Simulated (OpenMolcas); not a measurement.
**4f ions of charge +3 along the row**

- Program: OpenMolcas 26.06
- Method: CASSCF
- Basis: ANO-R3
- Scalar Hamiltonian: X2C, finite nucleus
- Spin-orbit coupling: state interaction with AMFI integrals over the reference wave functions, term energies averaged over their components

Active space: the 4f shell.

ζ = ±2S·A comes from the whole width of the ground multiplet by E(J) = (A/2) J(J+1), where its levels are at least 85 % pure. Energies in cm-1.

```
 Ion  Configuration  Lowest level  Weight (%)      g  g, pure LS  Next level     E  E measured     ζ  ζ measured
Pr3+            4f²           ³H₄          97  0.805       0.800         ³H₅  2281        2152   854         798
Nd3+            4f³       ⁴I°_9/2          98  0.731       0.727    ⁴I°_11/2  1977        1897   982         921
Pm3+            4f⁴           ⁵I₄          98  0.603       0.599         ⁵I₅  1569              1098            
Sm3+            4f⁵       ⁶H°_5/2          97  0.293       0.284     ⁶H°_7/2  1086              1267            
Eu3+            4f⁶           ⁷F₀          95                            ⁷F₁   380              1538            
Tb3+            4f⁸           ⁷F₆          97  1.495       1.501         ⁷F₅  2092        2052  1698        1615
Dy3+            4f⁹      ⁶H°_15/2          95  1.327       1.334    ⁶H°_13/2  3542              1954            
Ho3+           4f¹⁰           ⁵I₈          94  1.243       1.251         ⁵I₇  5135              2119            
Er3+           4f¹¹      ⁴I°_15/2          98  1.197       1.200    ⁴I°_13/2  6589        6508                  
Tm3+           4f¹²           ³H₆          99  1.166       1.167  ³F₄ [53 %]  6813
```

Measured columns use the levels in Martin, Zalubas and Hagan, Atomic Energy Levels: The Rare-Earth Elements, NSRDS-NBS 60 (1978) (Pr3+, Tb3+); the list in Arab et al., J. Quant. Spectrosc. Radiat. Transfer 229, 145 (2019) and Gaigalas et al. (2019), from Wyart et al. (2007) (Nd3+); the list in Tchang-Brillet, Wyart, Meftah and Ait Mammar, Atoms 6, 52 (2018) (Er3+).

The computed ζ goes from 854 (Pr3+) to 2119 cm-1 (Ho3+), a factor of 2.48, rising at every step. It departs from the measured column by +5 to +7 %.

Without dynamic correlation excited terms often stand tens of per cent too high (terms of higher spin than the ground term too low), and those without a measured partner can miss by more than the paired ones. Some levels mix across a computed gap that differs much from the measured one, so their mixing is not that of the real levels (holds for Pr3+; Nd3+; Er3+). High states are left out of the spin-orbit mixing, which shifts the levels that they would mix with (holds for Nd3+; Pm3+; Sm3+; Eu3+; Tb3+; Dy3+; Ho3+; Er3+). Terms from blocks run as CI alone lack orbitals of their own (holds for Eu3+). Some high roots are left out of the spin-orbit mixing, which shifts the levels that they would mix with (holds for Tm3+). Measured partners are found by configuration, term and J. A level has none where our copy of the source lacks it or the pairing is in doubt (some pairs that miss far off the trend of their configuration count as doubtful), and it then counts in no deviation. Levels of configurations outside the active space are missing.

A share in square brackets marks a mixed level and gives the weight of the term that names it, the lowest over the columns. ° marks odd parity.
